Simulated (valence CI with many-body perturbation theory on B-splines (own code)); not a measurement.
## Questions on Ag²⁴⁺

Method: relativistic CI+MBPT: five valence electrons over a frozen Dirac-Fock core [Ar], a basis of 7 s, 7 p, 8 d, 6 f, 4 g, 1 h functions for each j, with the one-electron correlation potential Σ1 (screened to all orders), the two-electron term Σ2, the three-electron term Σ3, Breit, model QED; selected single and double excitations, second order for the rest, scaled by the run's own slope (own B-spline code, finite nucleus).

No measured levels were compared; by estimate terms of the open shell hold to 2 to 4 % of their energy, and close levels can change places. Among the levels kept, up to 570 cm⁻¹ of a level comes from second order outside the variational space, and about a tenth of that is noise between levels of different J, which matters for small intervals. Only levels of the ground parity were solved; by the run's estimate the other parity begins above the list, which can be wrong where configurations are misplaced.

Levels are named by their leading jj configuration (3d3/2^4 stands for four electrons in 3d with j = 3/2), which in mixed levels can hold well under half, so a name can repeat and another be missing.

Rates and lifetimes use the calculated energies. Strong lines usually hold to 10 to 20 %, long lifetimes can be off by a factor of two.

Question: What is the ground level?

Answer: (3d3/2^3 3d5/2^2) J=5/2, composition 83 % 3d⁵ ⁶S + 14 % 3d⁵ ⁴P, g = 1.921.

Question: What is the ionisation energy?

Answer: 1230.7 eV; NIST lists 1231 ± 4 eV (theoretical).

Question: How well does LS coupling describe the low levels?

Answer: Among the lowest 20 levels the leading LS term, summed over configurations, holds 57 % on average. For single configurations the figures are 57 % in LS and 68 % in jj coupling. Terms mix most in the J = 5/2 level at 10.646 eV, where the leading one holds 27 %.
